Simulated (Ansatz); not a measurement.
Reactions of `[OH][InH][F]`.

Gas-phase electronic energies from Ansatz, PBE0-D4/def2-TZVP geometries. CBS: MP2 limit from def2 TZ/QZ plus the TZ coupled-cluster correction, frozen cores. This one scheme is used for every species, atoms too. Functionals use def2-TZVPP. No spin–orbit coupling; open shells (•) take unrestricted orbitals. Spin–orbit coupling would lower the free atoms: a little for F. Elements past krypton have def2 core potentials. Bonds to Br, Ga, Ge, In are less sure, by a few kJ/mol each and by 10 to 20 or more in all where they break to atoms, as the def2 sets lack core-valence functions. Scalar relativity is left out up to krypton. Each species was taken in one conformer, which may not be the lowest.

```csv
reaction,CCSD(T)/CBS(def2) (eV)
`[OH][InH][F]` + `C#[C][Ga]([F])[Cl]` → `[OH][InH][Cl]` + `C#[C][Ga]([F])[F]`,?
`[OH][InH][F]` + H₂ → `[OH][InH2]` + H–F,0.46
`[OH][InH][F]` + H₂S → `[OH][InH][SH]` + H–F,-0.35
`[OH][InH][F]` → H• + `[OH][In][F]`•,?
`[OH][InH][F]` → H• + `[O][InH][F]`•,5.43
`[OH][InH][F]` + SiH₄ → `[F][InH][SiH3]` + H₂O,-0.07
`[OH][InH][F]` + HBr → `[OH][InH][Br]` + H–F,?
`[OH][InH][F]` + `C[SiH](F)[GeH3]` → `[F][InH][GeH3]` + `C[SiH](O)F`,-1.39
`[OH][InH][F]` + `[OH]`• → `[OH][In][F]`• + H₂O,-2.32
`[OH][InH][F]` → F• + `[OH][InH]`•,5.10
```

**Question.** Fill in the missing values. (Best estimate.)

**Answer.** The calculation gave: `[OH][InH][F]` + `C#[C][Ga]([F])[Cl]` → `[OH][InH][Cl]` + `C#[C][Ga]([F])[F]`: -0.29 eV; `[OH][InH][F]` → H• + `[OH][In][F]`•: +3.17 eV; `[OH][InH][F]` + HBr → `[OH][InH][Br]` + H–F: -0.80 eV.

Largest T1 diagnostic: 0.021, for `[OH][In][F]`•.
